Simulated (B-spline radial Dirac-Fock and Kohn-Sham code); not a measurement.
# K-shell conversion coefficients at 200 keV, Sn to Er

Calculated with a B-spline atomic structure program, using a Dirac-Hartree-Slater potential of the neutral atom with a Latter tail (no hole, which puts coefficients of high multipoles low close above an edge), finite nucleus with surface currents. Subshells within 1 keV of threshold and pair formation are left out.

| Z | element | E2 | E3 | E5 | M2 | M4 |
| --- | --- | --- | --- | --- | --- | --- |
| 50 | Sn | 0.114 | 0.493 | 8.59 | 0.407 | 9.70 |
| 51 | Sb | 0.117 | 0.502 | 8.53 | 0.443 | 10.4 |
| 52 | Te | 0.121 | 0.509 | 8.45 | 0.483 | 11.1 |
| 53 | I | 0.124 | 0.516 | 8.36 | 0.526 | 11.8 |
| 54 | Xe | 0.127 | 0.522 | 8.26 | 0.572 | 12.6 |
| 55 | Cs | 0.130 | 0.527 | 8.15 | 0.621 | 13.4 |
| 56 | Ba | 0.134 | 0.532 | 8.02 | 0.674 | 14.2 |
| 57 | La | 0.137 | 0.536 | 7.89 | 0.732 | 15.1 |
| 58 | Ce | 0.139 | 0.540 | 7.74 | 0.793 | 16.0 |
| 59 | Pr | 0.142 | 0.542 | 7.59 | 0.859 | 16.9 |
| 60 | Nd | 0.145 | 0.544 | 7.43 | 0.929 | 17.9 |
| 61 | Pm | 0.148 | 0.545 | 7.26 | 1.00 | 18.8 |
| 62 | Sm | 0.150 | 0.546 | 7.09 | 1.09 | 19.8 |
| 63 | Eu | 0.152 | 0.545 | 6.91 | 1.17 | 20.8 |
| 64 | Gd | 0.155 | 0.545 | 6.73 | 1.26 | 21.8 |
| 65 | Tb | 0.157 | 0.543 | 6.55 | 1.37 | 22.9 |
| 66 | Dy | 0.159 | 0.541 | 6.36 | 1.47 | 23.9 |
| 67 | Ho | 0.160 | 0.538 | 6.17 | 1.58 | 25.0 |
| 68 | Er | 0.162 | 0.534 | 5.98 | 1.71 | 26.1 |
